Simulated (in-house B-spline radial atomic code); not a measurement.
# Ionising Cl IX (Cl8+) with different functionals

Computed with a radial B-spline atomic code at the basis-set limit: non-relativistic Hamiltonian, point nucleus, spin-polarised at highest spin, spherical fractional occupations for the functionals, the average over the highest-spin determinants for Hartree-Fock. The ionisation energy is the difference of two self-consistent energies, [He] 2s2 2p5 → [He] 2s2 2p4, without Breit or QED terms; ε is the level of the shell that loses the electron (its least bound occupied spin orbital).

Hybrids are left out here: with spherical fractional occupations of an open shell their exact exchange keeps a self-interaction that integer-occupation calculations don't have.

```json
{"method": "Hartree-Fock", "rung": "Hartree-Fock", "ΔSCF (eV)": "399.06", "-ε(2p) (eV)": "401.70"}
{"method": "LDA VWN5", "rung": "LDA", "ΔSCF (eV)": "401.01", "-ε(2p) (eV)": "374.50"}
{"method": "LDA PW92", "rung": "LDA", "ΔSCF (eV)": "400.99", "-ε(2p) (eV)": "374.48"}
{"method": "LDA exchange-only", "rung": "LDA", "ΔSCF (eV)": "398.12", "-ε(2p) (eV)": "371.78"}
{"method": "PBE", "rung": "GGA", "ΔSCF (eV)": "401.11", "-ε(2p) (eV)": "374.62"}
{"method": "PBEsol", "rung": "GGA", "ΔSCF (eV)": "400.69", "-ε(2p) (eV)": "374.25"}
{"method": "BLYP", "rung": "GGA", "ΔSCF (eV)": "401.23", "-ε(2p) (eV)": "374.72"}
{"method": "RPBE", "rung": "GGA", "ΔSCF (eV)": "400.97", "-ε(2p) (eV)": "374.53"}
{"method": "PW91", "rung": "GGA", "ΔSCF (eV)": "401.48", "-ε(2p) (eV)": "374.97"}
{"method": "BP86", "rung": "GGA", "ΔSCF (eV)": "401.42", "-ε(2p) (eV)": "374.89"}
{"method": "AM05", "rung": "GGA", "ΔSCF (eV)": "400.53", "-ε(2p) (eV)": "374.12"}
{"method": "OLYP", "rung": "GGA", "ΔSCF (eV)": "401.35", "-ε(2p) (eV)": "375.21"}
{"method": "TPSS", "rung": "meta-GGA", "ΔSCF (eV)": "401.37", "-ε(2p) (eV)": "375.06"}
{"method": "SCAN", "rung": "meta-GGA", "ΔSCF (eV)": "401.95", "-ε(2p) (eV)": "376.37"}
{"method": "r2SCAN", "rung": "meta-GGA", "ΔSCF (eV)": "401.84", "-ε(2p) (eV)": "376.21"}
{"method": "M06-L", "rung": "meta-GGA", "ΔSCF (eV)": "401.57", "-ε(2p) (eV)": "376.16"}
{"method": "revTPSS", "rung": "meta-GGA", "ΔSCF (eV)": "400.90", "-ε(2p) (eV)": "374.64"}
```

(1) How do they compare with the NIST value?

Results:

(1) NIST lists 400.85 eV ± 0.012 (measured, ground level to ground level). Errors run from -2.73 to +1.10 eV; revTPSS is closest (+0.04 eV), but part of that can be cancellation, since the calculations leave out relativity, Breit-QED terms, multiplet and fine-structure energies. Hartree-Fock also lacks correlation.
